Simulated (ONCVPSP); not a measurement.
Pd, ONCV: configuration errors across variants

* Element: palladium
* Generator: ONCVPSP 4.0.1
* Type: optimised norm-conserving Vanderbilt (ONCV)
* Functional: PBE
* Relativity: scalar-relativistic
* Frozen core: [Ar] 3d10
* Valence charge: 18
* Reference configuration: 4s2 4p6 4d10
* Partial waves: 4s: rc 1.00 bohr, ncon 3, nbas 7, qcut 5.2 1/bohr, 2 projectors, debl 2 Ha; 4p: rc 1.20 bohr, ncon 3, nbas 7, qcut 7.3 1/bohr, 2 projectors, debl 3.7 Ha; 4d: rc 2.10 bohr, ncon 3, nbas 8, qcut 8 1/bohr, 2 projectors, debl 2.5 Ha
* Local potential: polynomial inside 0.90 bohr (lpopt 5, dvloc0 0 Ha)
* Core correction: polynomial model core, fcfact 0.55

In the s channel the program set the typed energies aside and used -3.136, 0.250 Ha.

All-electron excitation energies from the reference (eV): (1) 4s2 4p6 4d9 9.115; (2) 4s2 4p6 4d8 29.934; (3) 4s2 4p6 4d9.5 3.234.

1 further variants failed, have other tests or too few solved ones, and are left out.

Errors AE − PS in meV (a dash: test not solved or not reliable):

```csv
change,(1),(2),(3),bound ghosts,GHOST(+) flags above zero
base,+1.0,+15,+0.2,none,s
p: rc 1.5,+0.9,+15,+0.2,none,s
"local potential polynomial inside 0.90 bohr (lpopt 5, dvloc0 9.5 Ha)",+0.8,+14,+0.1,none,s
p: nproj 1,+1.0,+15,+0.2,none,s
"core correction polynomial model core, fcfact 0.4",+1.0,+15,+0.2,none,s
```

Problem. Give the same row for: d: ncon 5, nbas 10.

Solution. +0.3, +6.6, +0.1; bound ghosts: none; GHOST(+) flags above zero: s.
